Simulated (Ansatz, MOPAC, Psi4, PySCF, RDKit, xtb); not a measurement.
Noncovalent pair: CHN (SMILES C#N) (first 3 atoms) with C2H6O (SMILES COC); geometry from B3LYP-D3(BJ)/def2-TZVP, rigid monomers moved along the line of their centres of mass till H3···O5 is 1.75 Å.
(charge 0, multiplicity 1):
```xyz
12

C     -0.29344     0.18843    -0.30608
N     -0.36187     0.30994    -1.44480
H     -0.22674     0.07382     0.76550
C      0.07563    -1.36496     3.13541
O     -0.11836    -0.11397     2.50242
C     -0.06583     0.97857     3.40067
H     -0.70110    -1.54999     3.88614
H      1.05711    -1.41274     3.62093
H      0.01906    -2.13237     2.36533
H     -0.84845     0.89785     4.16364
H     -0.22418     1.88585     2.82023
H      0.90970     1.03364     3.89729
```

| level | interaction energy (meV) | cost |
|---|---|---|
| MMFF94 | 320.5 | - |
| UFF | 2730.0 | - |
| GFN-FF | -213.2 | - |
| AM1 | 86.7 | - |
| PM3 | -102.6 | - |
| PM6 | -125.6 | - |
| PM7 | -71.7 | - |
| GFN1-xTB | 58.9 | - |
| GFN2-xTB | -99.0 | - |
| HF/STO-3G (no counterpoise) | -281.9 | - |
| HF/3-21G (no counterpoise) | -516.2 | - |
| HF/6-31G* | -157.3 | - |
| HF/6-31G* (no counterpoise) | -197.9 | - |
| HF/aug-cc-pVDZ | -135.4 | - |
| PBE/def2-TZVPPD | -190.6 | ×1 |
| PBE-D3(BJ)/def2-TZVPPD | -235.5 | ×1 |
| PBE-D4/def2-TZVPPD | -229.2 | ×1 |
| BP86/6-31G* (no counterpoise) | -233.9 | - |
| r2SCAN/def2-TZVPPD | -204.1 | ×1 |
| r2SCAN-D3(BJ)/def2-TZVPPD | -223.0 | ×1 |
| r2SCAN-D4/def2-TZVPPD | -219.4 | ×1 |
| B3LYP/3-21G (no counterpoise) | -569.9 | - |
| B3LYP/6-31G* | -189.8 | - |
| B3LYP/6-31G* (no counterpoise) | -259.6 | - |
| B3LYP/6-311+G** (no counterpoise) | -222.1 | - |
| B3LYP/def2-TZVPPD | -177.9 | ×1 |
| B3LYP-D3(BJ)/def2-TZVPPD | -246.9 | ×1 |
| B3LYP-D4/def2-TZVPPD | -234.7 | ×1 |
| PBE0/def2-TZVPPD | -210.5 | ×1 |
| PBE0-D3(BJ)/def2-TZVPPD | -252.6 | ×1 |
| PBE0-D4/def2-TZVPPD | -246.2 | ×1 |
| M06-2X/6-31G* (no counterpoise) | -277.6 | - |
| wB97X-V/def2-TZVPPD | -225.1 | ×3 |
| wB97M-V/def2-TZVPPD | -226.5 | ×3 |
| MP2/6-31G* | -173.3 | - |
| MP2/aug-cc-pVDZ | -186.2 | - |
| SCS-MP2/aug-cc-pVDZ | -147.1 | - |
| CCSD/aug-cc-pVDZ | -158.7 | - |
| CCSD(T)/aug-cc-pVDZ | -170.4 | ×10 |
| SAPT0/jun-cc-pV(D+d)Z | -290.4 | - |

The rows run from -569.9 (B3LYP/3-21G (no counterpoise)) to 2730.0 meV (UFF). In aug-cc-pVDZ the value moves HF -135.4, MP2 -186.2, CCSD -158.7, CCSD(T) -170.4, a shift of -35.0 from HF to CCSD(T). The dispersion term adds -45.0 in PBE-D3(BJ), -38.7 in PBE-D4, -18.9 in r2SCAN-D3(BJ). The 6 functionals in def2-TZVPPD without D3 or D4 span 48.5, from wB97M-V to B3LYP.

Counterpoise-corrected where a basis set is named; no monomer relaxation. Rows marked so take none. RDKit's UFF carries no charges.

Frozen-core correlation. Rows in 3-21G, 6-311+G**, 6-31G*, STO-3G carry no dispersion term and start afresh at each structure (6-31G* with six Cartesian d functions). MP2/6-31G* freezes PySCF's default core. The state that AM1, PM3, PM6, PM7 reach isn't checked; PM7 holds dispersion and hydrogen-bond terms.

Codes used: Ansatz (Gaussian basis) for Hartree–Fock, density functionals and correlated methods; MOPAC for AM1, PM3, PM6, PM7 (differences of heats of formation); Psi4 for SAPT; PySCF for 3-21G rows, 6-311+G** rows, 6-31G* rows, STO-3G rows, the dispersion terms; RDKit for the force fields; xtb for the GFN methods. Values without a source in brackets are computed.

Costs are rough ratios of core time to PBE/def2-TZVPPD (about 14 s over the structures, on one shared machine); a dash marks a level with no comparable run of its own.

Ansatz is a quantum-chemistry and plane-wave program.
